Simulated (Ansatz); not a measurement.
Basis sets compared for KH₂⁻. The state is a singlet with charge -1. Geometry B3LYP-D4/def2-TZVPD. Ansatz on 4 threads of Arm Neoverse V2 on a shared host; times are rough, and most runs start from earlier orbitals.

Cartesian coordinates in Å:
```
K 0.004 0.004 0.001
H -1.802 1.406 1.056
H 1.799 -1.410 -1.057
```

At PBE-D4/def2-SVPD, PBE-D4/def2-TZVPD the highest occupied level of the charge -1 singlet lies above zero (up to 0.43 eV). By energy differences its removal costs 1.85 eV (vertical, to the charge 0 doublet, at PBE-D4/def2-TZVPD); a positive level beside a positive removal energy at the same level points to self-interaction error. The structure comes from a short search, and lower isomers may exist.

| level | functions | energy (Eh) | HOMO (eV) | LUMO (eV) | wall time |
| --- | --- | --- | --- | --- | --- |
| PBE-D4/def2-SVPD | 43 | -600.7620 | 0.42 | 2.34 | 0.25 s |
| PBE0-D4/def2-SVPD | 43 | -600.8096 | -0.45 | 2.65 | 0.25 s |

Task: Estimate the rows for PBE-D4/def2-TZVPD (with forces), PBE0-D4/def2-TZVPD.

Result: 
```tsv
level	functions	energy (Eh)	HOMO (eV)	LUMO (eV)	wall time
PBE-D4/def2-TZVPD (with forces)	54	-600.8444	0.43	2.44	0.3 s
PBE0-D4/def2-TZVPD	54	-600.8910	-0.46	2.74	0.4 s
```
